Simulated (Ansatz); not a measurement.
One change: `O=C=[N][SnH2][F]` becomes `O=C=NCO`.

Ansatz, PBE0-D4/def2-TZVP geometries, multiplicity 1. Each molecule was computed in one conformer, which needn't be the lowest.

Elements past krypton have def2 core potentials.

```json
{"property": "LUMO energy (ωB97M-V/def2-TZVPP) / eV", "`O=C=[N][SnH2][F]`": "0.61"}
{"property": "HOMO energy (PBE0/def2-TZVPP) / eV", "`O=C=[N][SnH2][F]`": "-8.64"}
{"property": "LUMO energy (PBE0/def2-TZVPP) / eV", "`O=C=[N][SnH2][F]`": "-1.07"}
{"property": "HOMO–LUMO gap (PBE0/def2-TZVPP) / eV", "`O=C=[N][SnH2][F]`": "7.56"}
{"property": "size of the dipole moment (ωB97M-V/def2-TZVPP) / D", "`O=C=[N][SnH2][F]`": "3.89"}
{"property": "size of the dipole moment (B3LYP/def2-TZVPP) / D", "`O=C=[N][SnH2][F]`": "3.88"}
```

(1) Give the same properties after the change, and the shifts. (Best estimate.)

Answers

(1) The calculation gave: 
| property | `O=C=NCO` | shift |
| --- | --- | --- |
| LUMO energy (ωB97M-V/def2-TZVPP) / eV | 2.00 | 1.39 |
| HOMO energy (PBE0/def2-TZVPP) / eV | -8.30 | 0.34 |
| LUMO energy (PBE0/def2-TZVPP) / eV | 0.27 | 1.34 |
| HOMO–LUMO gap (PBE0/def2-TZVPP) / eV | 8.56 | 1.00 |
| size of the dipole moment (ωB97M-V/def2-TZVPP) / D | 2.40 | -1.49 |
| size of the dipole moment (B3LYP/def2-TZVPP) / D | 2.44 | -1.44 |

With PBE0 the HOMO rises by 0.34 eV and the LUMO rises by 1.34 eV, so the gap widens by about 1.00 eV. PBE moves the HOMO by 0.39 eV and ωB97M-V by 0.30 eV. Dipoles are sizes alone; their direction can turn.

B3LYP here is the variant with VWN-RPA as its local correlation; programs differ in this.
